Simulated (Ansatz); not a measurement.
Ideal-gas functions of `CBI` at 800 K and 1 bar, from an Ansatz frequency run at PBE0-D4/def2-TZVP.

Molar mass 153.76 g/mol, point group Cs (symmetry number 1), electronic degeneracy 1, moments of inertia 12.822, 177.505, 187.278 u Å². Harmonic wavenumbers (cm⁻¹, unscaled): 51, 254, 531, 626, 824, 868, 1042, 1110, 1316, 1438, 1443, 2658, 3025, 3078, 3153.

Use S(trans) = R[1.5 ln M + 2.5 ln T − 1.1517]; rotational temperatures θ = 24.2544 K / I; S(rot) = R[ln(√π/σ · √(T³/θAθBθC)) + 1.5]; for each mode x = 1.438777 ν̃/T, S = R[x/(eˣ − 1) − ln(1 − e⁻ˣ)] and H = RT x/(eˣ − 1); 1 cm⁻¹ = 0.0119627 kJ/mol; R = 8.31446 J/(mol·K).

Problem. By hand: the entropy, in J/(mol·K).

Solution. Translation 192.2. Rotation: θ = 1.8916, 0.1366, 0.1295 K, giving 114.7. Vibration, mode by mode: 28.18, 14.90, 9.01, 7.75, 5.77, 5.41, 4.21, 3.82, 2.86, 2.40, 2.39, 0.41, 0.23, 0.22, 0.19, in all 87.7. Electronic 0.0. Sum 394.6 J/(mol·K).

Problem. By hand: H − E and G − E in kJ/mol, counted from the electronic energy.

Solution. Zero-point energy ½ × 21417 × 0.0119627 = 128.1; thermal vibration 34.3; translation, rotation and pV give 4 RT = 26.6. H − E = 189.0 kJ/mol, and G − E = 189.0 − 800 × 394.6/1000 = -126.7 kJ/mol.

Vibration gives 22 % of the entropy, 28.2 J/(mol·K) of it from the mode under 150 cm⁻¹: soft modes count most, and the harmonic formula is weakest for them.
